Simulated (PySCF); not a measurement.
## C₃H₃F, SMILES `FCC#C` (charge 0, multiplicity 1)

The numbers are results of ωB97X-D3(BJ)/def2-TZVP // B3LYP-D3(BJ)/def2-TZVP run with PySCF, not measurements.

| Item | Value |
|---|---|
| HOMO | -10.70 eV |
| dipole moment | 1.81 D |
| LUMO | 2.21 eV |
| HOMO–LUMO gap | 12.91 eV |
| S1 excitation (TDA) | 6.21 eV |
| S1 oscillator strength | 0.000 |
| T1 excitation (TDA) | 5.49 eV |
| S1–T1 gap (TDA) | 0.71 eV |
| vertical ionisation energy (Delta-SCF) | 10.89 eV |
| total energy | -216.0260 Ha |
| cost | very roughly 80 core-seconds |

```xyz
7

C      1.5029    -0.6171     0.6177
C      0.4453    -0.2007     0.2374
C     -0.8469     0.2882    -0.2134
F     -0.7084     1.4312    -1.0008
H      2.4427    -0.9829     0.9527
H     -1.3565    -0.4677    -0.8155
H     -1.4790     0.5490     0.6387
```
Charge 0, spin multiplicity 1.
